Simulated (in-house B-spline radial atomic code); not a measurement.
Hg. Computed with a B-spline radial atomic code. Model: non-relativistic spherical atom: semilocal Troullier-Martins pseudo-atom, one channel per l, against all electrons, high spin, G0W0 and RPA with empty states to l = 8, local potential for every l without a channel, a model core (radius 0 = none) keeps its share of the functional.

The core holds an angular momentum without a channel of its own, so the local potential lets valence electrons into it.

Without relativity these are model numbers for so heavy an element.

What the tables leave out is listed at the end.

The pseudopotential gives back the lowest level of each angular momentum of its own functional in the configuration it was made in; a second state of the same l is only approximately right. Exact exchange, RPA and GW see the smooth pseudo-orbitals and miss the exchange with the core, for which the functional's share stands in. The column with an uncorrelated core keeps all orbitals and exact exchange, and so separates missing core correlation from pseudisation. Only the three outermost levels and the lowest empty one were computed. RPA here is direct RPA, with no exchange kernel, and its energies carry an (l + 1/2)⁻⁴ tail. A hybrid on a potential with a model core restores only its own semilocal share of the core's exchange.

Command:
```bash
python run_psgw.py task.json out
```
Settings (lengths in bohr, energies in hartree):
```
Z                      80
electrons              80
configuration          [Xe] 4f14 5d10 6s2
generated_in           [Xe] 4f14 5d10 6s2
functional             pbe,pbe
core_shells            12
radius_factor          1.3
core_correction        False
ion_configuration      [Xe] 4f14 5d10 6s1
```

Run time, properties included: 120 s on 1 thread of Arm Neoverse N1, on a shared host.

Given: made with PBE; model core radius 0 bohr; local radius 1.782 bohr; mean-field start PBE.

Valence shells of the generating configuration: 5d, 6s.

Channel: s 3.296, p 3.4, d 1.497 (radii in bohr).

Computed: largest level miss in the spin-unpolarised generating configuration 0 eV; valence RPA correlation energy all-electron orbitals -0.64251 hartree; valence RPA correlation energy pseudo -0.99799 hartree; all-electron RPA polarisability, core included 46.723 bohr³; pseudo-atom RPA polarisability 46.674 bohr³; ionisation by mean-field all-electron 8.4685 eV; ionisation by RPA all-electron 8.7977 eV.

```tsv
level	occupied	mean-field all-electron (eV)	mean-field pseudo minus all (eV)	G0W0 all-electron (eV)	G0W0 uncorrelated core minus all (eV)	G0W0 pseudo minus all (eV)	exchange self-energy all-electron (eV)	exchange self-energy pseudo (eV)
6s	1	-5.2934	0	-8.4968	0.057	-0.31	-11.23	-10.353
```

(1) What is the ionisation by mean-field pseudo minus all?

(2) What is the ionisation by RPA pseudo minus all?

Given: mean-field start PBE0.

Computed: valence RPA correlation energy all-electron orbitals -0.60065 hartree; pseudo-atom RPA polarisability 39.955 bohr³; ionisation by mean-field all-electron 8.2005 eV; ionisation by mean-field pseudo minus all 0.204 eV; ionisation by RPA all-electron 8.6266 eV; ionisation by RPA pseudo minus all 0.711 eV.

```tsv
level	occupied	mean-field all-electron (eV)	mean-field pseudo minus all (eV)	G0W0 all-electron (eV)	G0W0 uncorrelated core minus all (eV)	G0W0 pseudo minus all (eV)	exchange self-energy all-electron (eV)	exchange self-energy pseudo (eV)
6s	1	-5.9374	-0.175	-8.5293	0.062	-0.511	-11.02	-10.449
```

(3) What is the valence RPA correlation energy pseudo?

(4) What is the all-electron RPA polarisability, core included?

Given: mean-field start Hartree-Fock.

Computed: valence RPA correlation energy all-electron orbitals -0.50377 hartree; all-electron RPA polarisability, core included 37.402 bohr³; pseudo-atom RPA polarisability 31.655 bohr³; ionisation by mean-field all-electron 6.8138 eV; ionisation by mean-field pseudo minus all 0.666 eV; ionisation by RPA all-electron 8.2052 eV.

| level | occupied | mean-field all-electron (eV) | mean-field pseudo minus all (eV) | G0W0 all-electron (eV) | G0W0 uncorrelated core minus all (eV) | G0W0 pseudo minus all (eV) | exchange self-energy all-electron (eV) | exchange self-energy pseudo (eV) |
| --- | --- | --- | --- | --- | --- | --- | --- | --- |
| 6s | 1 | -7.1034 | -0.715 | -8.4113 | 0.06 | -0.916 | -10.063 | -10.36 |
| 5d | 1 | -19.434 | 3.538 | -18.936 | -0.152 | 2.213 | -36.234 | -21.251 |

(5) What is the valence RPA correlation energy pseudo?

(6) What is the ionisation by RPA pseudo minus all?

Answers

(1) -0.009 eV.

(2) 0.672 eV.

(3) -0.9573 hartree.

(4) 41.943 bohr³.

(5) -0.85295 hartree.

(6) 0.823 eV.

Among the listed levels the largest G0W0 shift of the pseudo-atom is +2.21 eV, for 5d on the Hartree-Fock start, while leaving the core uncorrelated moves that level by -0.15 eV. So pseudisation and the lost core exchange, not the missing core correlation, make the error. Not in the tables (levels of low weight, unsolved or above zero; the highest and the empty levels are kept at any weight): on PBE the G0W0 levels 5d (pseudo minus all +2.03 eV, weights 0.70 and 0.45), 6p (pseudo minus all -0.09 eV, weights 0.90 and 0.90); on PBE0 the G0W0 levels 5d (pseudo minus all +2.44 eV, weights 0.77 and 0.74), 6p (pseudo minus all -0.02 eV, weights 0.93 and 0.93).
